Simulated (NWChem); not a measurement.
System: GeSe, singlet; SMILES [Ge]=[Se]

Here is an NWChem input.

```
start job
memory heap 200 mb stack 900 mb global 1100 mb
geometry units angstroms noautoz
  Ge     0.000000     0.000000    -1.102786
  Se     0.000000     0.000000     1.037551
end
basis spherical
  Ge library def2-svp
  Se library def2-svp
end
dft
  xc mn15
  iterations 150
  mulliken
end
task dft energy
```

Low-valent species are run as closed-shell singlets; no triplet was tried in these runs. Geometry: optimised at PBE0-D3(BJ)/def2-TZVP.

Q: Give the results of this calculation. (MN15/def2-SVP.) Quantities: energy (Ha); highest occupied level (eV); orbital gap (eV); dipole (D).

A: 
```json
{
  "energy (Ha)": "-4478.63",
  "highest occupied level (eV)": "-8.10",
  "orbital gap (eV)": "6.16",
  "dipole (D)": "1.56"
}
```
